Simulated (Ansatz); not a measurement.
Mulliken charges of CH$_{6}$BNSi (`BN1C[SiH2]1`) from PBE/def2-TZVPP in Ansatz (PBE0-D4/def2-TZVP geometry).

| atom | x (Å) | y (Å) | z (Å) | charge (e) |
| --- | --- | --- | --- | --- |
| B1 | -1.356 | 0.256 | -1.050 | -0.146 |
| N2 | -0.250 | 0.124 | -0.225 | -0.065 |
| C3 | 0.336 | -1.002 | 0.545 | -0.143 |
| Si4 | 1.153 | 0.642 | 0.611 | 0.283 |
| H5 | -1.580 | 1.326 | -1.544 | -0.013 |
| H6 | -2.062 | -0.692 | -1.254 | -0.012 |
| H7 | 0.754 | -1.806 | -0.058 | 0.095 |
| H8 | -0.267 | -1.357 | 1.378 | 0.095 |
| H9 | 0.983 | 1.535 | 1.777 | -0.047 |
| H10 | 2.372 | 0.923 | -0.177 | -0.047 |

Problem. By hand: the dipole of these point charges (1 e Å = 4.8032 D).

Solution. Σ q r = (0.426, -0.145, 0.348) e Å, of length 0.569 e Å = 2.73 D.

Problem. How does the dipole of the full density compare? (An estimate is asked.)

Solution. The calculation gave: (0.370, -0.040, 0.276) e Å, 2.23 D; the point charges give 1.22 times that, at 10° from its direction.

Point charges leave out the atoms' own dipoles, such as those of lone pairs, and Mulliken's split depends on the basis, so the two needn't agree.
